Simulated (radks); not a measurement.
Neutral aluminium inside a hard spherical wall (all orbitals vanish at R), configuration held at [Ne] 3s2 3p1 and not refilled when levels cross. All-electron calculation, non-relativistic Kohn-Sham, LDA (Slater exchange, VWN5 correlation), spin-polarised, spherical densities, point nucleus; open shells are filled with parallel spins first. Program: a radial shooting solver on a logarithmic mesh with Libxc functionals. Eigenvalues in eV for spin up, with the zero of energy where the potential of the charges vanishes at infinity; a dash marks a level that is unbound or too diffuse for the functional's potential to be trusted. A positive occupied level is held by the wall or, in an anion where self-interaction has pushed it up, behind a barrier. The pressure on the wall is -dE/dV.

R (bohr)  E (hartree)  kinetic (hartree)    e(2s)    e(2p)   e(3s)   e(3p)  e(4s, empty)  e(4p, empty)  pressure (GPa)
free       -241.32116            240.671  -107.03  -69.735  -8.062  -3.027        -0.352             -               0
20         -241.32116            240.671  -107.03  -69.735  -8.062  -3.027        -0.328         0.361        < 0.0001
12         -241.32105            240.672  -107.01  -69.718  -8.050  -3.014         0.092         1.428         0.00170
10         -241.32042            240.677  -106.95  -69.654  -8.008  -2.963         0.707         2.528          0.0162
8          -241.31615            240.704  -106.67  -69.372  -7.828  -2.720         2.440         5.125           0.180
7          -241.30750            240.753  -106.26  -68.967  -7.569  -2.356         4.427         7.771           0.668
5          -241.20367            241.212  -103.52  -66.228  -5.580   0.397        15.994        21.357            12.5
